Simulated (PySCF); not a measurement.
Si3BH5O5

Si3BH5O5 is a molecule drawn as a unit of a network glass or zeolite (built as: Si B3 Si Si, H ends, O bridges), neutral, singlet. The structure was relaxed in the gas phase by PBE0-D3(BJ)/def2-SVP. No frequency run checks that it is a minimum.

SMILES: O1[SiH2]O[SiH]2O[SiH2]OB1O2

Coordinates in Å:
```
O1     -1.552   -1.124    0.180
Si2    -0.611   -2.062   -0.856
O3      0.842   -1.241   -1.057
Si4     1.426   -0.171    0.071
O5      0.379   -0.407    1.360
B6     -0.897   -0.136    0.862
O7     -1.311    1.166    0.808
Si8    -0.155    2.287    0.311
O9      1.112    1.403   -0.353
H10    -1.303   -2.151   -2.163
H11    -0.359   -3.398   -0.261
H12     2.843   -0.399    0.380
H13     0.333    3.076    1.470
H14    -0.752    3.143   -0.740
```

Shieldings: GIAO PBE0/pcSseg-1. Shifts are against computed references at the same level: H TMS (σ 31.27 ppm), Si TMS (σ 352.0 ppm). Core levels by delta-SCF with SCAN, pcX-2 on the ionised atom and pcseg-1 elsewhere, spin-free X2C (2p3/2 is the spin-free 2p value less a third of a first-order spin-orbit splitting); from the vacuum level, for chosen atoms.

Question: Give the NMR and core-level values of the distinct atoms.

Answer: 
```
  atoms   bonded to  σ (ppm)  δ (ppm)  core level (eV)
  O1 O7  1 B + 1 Si    188.4        -        1s 538.49
Si2 Si8   2 O + 2 H    371.9    -19.9     2p3/2 108.50
  O3 O9        2 Si    221.5        -        1s 538.41
    Si4   3 O + 1 H    399.8    -47.8     2p3/2 108.96
     O5  1 B + 1 Si    154.7        -        1s 538.43
     B6         3 O     81.4        -                -
H10 H14        1 Si    26.18     5.09                -
H11 H13        1 Si    25.94     5.33                -
    H12        1 Si    26.44     4.83                -
```

Values are those of this one static structure; atoms that internal rotation interchanges would show their mean in an NMR spectrum.

Question: Which of Si4, Si8 holds its core electrons tightest, and by how much against the loosest?

Answer: Si4 (bonded to 3 O + 1 H), by 0.46 eV over Si8 (bonded to 2 O + 2 H).

Question: By CAM-B3LYP/def2-SVPD (TDDFT singlets, Tamm-Dancoff triplets, ionisation by delta-SCF), where does absorption start, and what does vertical ionisation take?

Answer: The lowest singlet lies at 7.51 eV (f 0.017), the lowest triplet at 7.22 eV; vertical ionisation takes 10.83 eV.
